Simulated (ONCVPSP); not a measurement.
## indium: one change to an ONCV potential, before and after

| Item | Value |
| --- | --- |
| Element | indium (In) |
| Generator | ONCVPSP 4.0.1 |
| Type | optimised norm-conserving Vanderbilt (ONCV) |
| Functional | Wu-Cohen |
| Relativity | scalar-relativistic |
| Frozen core | [Ar] 3d10 |
| Valence charge | 21 |
| Reference configuration | 4s2 4p6 4d10 5s2 5p1 |
| Partial waves | 4s+5s: rc 1.50 bohr, ncon 3, nbas 7, qcut 9.9 1/bohr, 2 projectors; 4p+5p: rc 1.80 bohr, ncon 5, nbas 8, qcut 9 1/bohr, 2 projectors; 4d: rc 1.45 bohr, ncon 4, nbas 8, qcut 9.5 1/bohr, local |
| Local potential | the d channel |
| Core correction | Teter function, fcfact 4.25, rcfact 1.5 |

Change: all radii but the core radius scaled by about 1.12 (s 1.68, p 2.02, d 1.62 bohr).

Cutoffs: the cutoffs (Ha) at which the residual kinetic energy of the hardest occupied pseudo-wave falls to 1 and 0.1 mHa per electron; they do not see the model core or the augmentation charge, which bear on the density cutoff. Errors are all-electron minus pseudo energies relative to the spin-unpolarised reference configuration.

How do hardness, ghosts and transferability respond?

The potential gets neither clearly harder nor softer (35 Ha and 41 Ha → 33 Ha and 38 Ha); of the 3 tests that both files solve, the error grows in 2 and shrinks in 0 by more than 15 % and 0.3 meV (median size 1.2 → 1.4 meV); neither file shows a bound ghost.

```tsv
quantity	base	changed
cutoff, loose	35 Ha	33 Ha
cutoff, tight	41 Ha	38 Ha
loose cutoff by channel	s 31 Ha, p 23 Ha, d 35 Ha	s 27 Ha, p 23 Ha, d 33 Ha
bound ghosts	none	none
GHOST(+) flags under 300 eV	none	none
tests with a reliable result	3 of 4	3 of 4
error for 4s2 4p6 4d10 5s2 5p0, meV [ΔE 5.35 eV]	-1.2	-1.3
error for 4s2 4p6 4d10 5s1 5p0, meV [ΔE 24.65 eV]	-5.6	-6.6
error for 4s2 4p6 4d10 5s1 5p2, meV [ΔE 5.90 eV]	-0.9	-1.4
rms error of d²Exc/dni dnj with the model core, mHa	1.48	1.66
```
